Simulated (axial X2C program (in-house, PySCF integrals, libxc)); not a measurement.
**Working with the constants of SBr**

A bond curve at the PBE0 level, 2c, was computed with an axial X2C code built on PySCF integrals (basis Br dyall-cv3z [8s9p6d4f1g], S dyall-av3z [9s8p3d2f] (cores contracted in-house)) for the state Ω = 3/2 (⟨Sz⟩ = 0.50, ⟨Lz⟩ = 1.00 at PBE0). Its fit gives Re = 2.1220 Å, ωe = 476.5 cm⁻¹, ωexe = 1.57 cm⁻¹ and αe = 7.675e-04 cm⁻¹; the masses are 78.9183 and 31.9721 u. Two-component means X2C with spin–orbit coupling and atomic mean-field Coulomb and Gaunt terms.

(1) Find the reduced mass, Be and the force constant.

(2) Estimate De from a Morse curve and compare with the computed well depth of 2.595 eV to Br + S.

(3) Where do the fundamental and the first overtone lie?

(4) The dipole moment p changes by 2.19 D/Å at Re. What harmonic infrared intensity follows?

(5) Estimate the centrifugal constant by the Kratzer relation.

Occupations by symmetry block were frozen at the best pattern of an incomplete PBE0 search. Dissociation energies refer to the lowest single-determinant-based atoms at the same level and basis. Density functionals use the spin component along the axis (collinear). In 2c an atomic determinant is not the ground J level, so De misses part of the atomic spin–orbit lowering. This holds for PBE0. Without a current term, density functionals place determinants with orbital angular momentum somewhat too high.

## Answers

(1) From the PBE0 values: μ = 22.7539 u. Be = 16.8576/(μ Re²) = 0.1645 cm⁻¹. k = 5.8918×10⁻⁷ μ ωe² = 3.04 mdyn/Å.

(2) De(Morse) = ωe²/(4ωexe) = 4.483 eV against 2.595 eV computed, a ratio of 1.73. The extrapolation overshoots: the well softens faster than a Morse curve, or the lowest atomic limit lies below the one to which the curve heads.

(3) ν(1←0) = ωe − 2ωexe = 473.4 cm⁻¹; ν(2←0) = 2ωe − 6ωexe = 943.6 cm⁻¹.

(4) I = 42.256 × (dp/dR)²/μ = 8.9 km/mol.

(5) D = 4Be³/ωe² = 7.85e-08 cm⁻¹.
